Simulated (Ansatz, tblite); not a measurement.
Isomers of Al2Cu8 (singlet), found by a short tight-binding search and relaxed with PBE-D4/def2-SVP in Ansatz.

The xTB rows come from tblite.

Run but left out: HF/STO-3G (A: restricted singlet, unstable in another Hartree–Fock run and untested here); HF/def2-SVP, MP2/def2-SVP (A: restricted singlet, unstable towards broken spin symmetry).

A: The restricted singlet is unstable towards broken spin symmetry in Hartree–Fock (as tested in another run); at PBE-D4/def2-SVP, r2SCAN-D4/def2-SVP, PBE0-D4/def2-SVP this wasn't settled. B: The restricted singlet is unstable towards broken spin symmetry in Hartree–Fock (as tested in another run); at PBE-D4/def2-SVP, r2SCAN-D4/def2-SVP, PBE0-D4/def2-SVP this wasn't settled. C: The restricted singlet is unstable towards broken spin symmetry in Hartree–Fock (as tested in another run); at PBE-D4/def2-SVP, r2SCAN-D4/def2-SVP, PBE0-D4/def2-SVP this wasn't settled. D: The restricted singlet is unstable towards broken spin symmetry in Hartree–Fock (as tested in another run); at PBE-D4/def2-SVP, r2SCAN-D4/def2-SVP, PBE0-D4/def2-SVP this wasn't settled.

Other spin states weren't relaxed.

A:

```xyz
10

Al   -2.430    0.748    1.133
Al    1.188    2.370   -0.421
Cu   -0.841    0.663   -0.900
Cu   -0.982    2.669    0.564
Cu   -1.503   -1.362    0.612
Cu    2.111   -2.345   -1.060
Cu   -0.133   -1.604   -1.347
Cu    1.590    0.011   -0.719
Cu    0.858   -1.706    0.857
Cu    0.142    0.556    1.280
```

B:

```xyz
10

Al    0.809    0.424   -1.756
Al    2.022   -1.824   -1.301
Cu    1.288    0.150    0.682
Cu   -0.795   -0.367    1.826
Cu   -1.328   -0.053   -0.537
Cu   -0.226   -1.697   -2.243
Cu    0.267    1.769    2.201
Cu    0.054   -1.933    0.139
Cu   -0.067    2.011   -0.148
Cu   -2.024    1.520    1.136
```

C:

```xyz
10

Al   -1.431   -0.982   -1.598
Al    0.608    0.203   -2.610
Cu   -0.510   -1.201    2.328
Cu    2.031    0.500   -0.628
Cu    0.723    0.736    1.551
Cu    0.401   -1.143    0.033
Cu   -1.611    0.118    0.680
Cu    1.718    2.597    0.429
Cu   -1.784   -2.249    0.467
Cu   -0.144    1.422   -0.652
```

D:

```xyz
10

Al    0.7843    0.4961   -1.6306
Al   -2.3217    0.3484   -0.5115
Cu   -0.6473   -1.4644   -0.9033
Cu   -0.4032    1.7823    0.2015
Cu   -2.1685   -1.4865    1.0386
Cu    3.1272    0.2403   -1.3975
Cu    0.0036   -0.4025    1.1821
Cu   -1.9946    0.8252    1.8250
Cu    1.8981    1.0007    0.4960
Cu    1.7220   -1.3396   -0.3004
```

Problem. Estimate which lies lowest at each level, and how far above it the others are (eV).

Solution. 
```
             level     A     B     C     D
          GFN1-xTB  0.27  0.00  0.26  0.63
          GFN2-xTB  0.10  0.00  0.58  0.32
   PBE-D4/def2-SVP  0.12  0.30  0.21  0.00
r2SCAN-D4/def2-SVP  0.15  0.33  0.19  0.00
  PBE0-D4/def2-SVP  0.38  0.50  0.31  0.00
```
Point groups (tolerance 0.1 Å): A Cs, B not assigned, C not assigned, D Cs. Lower isomers may exist.
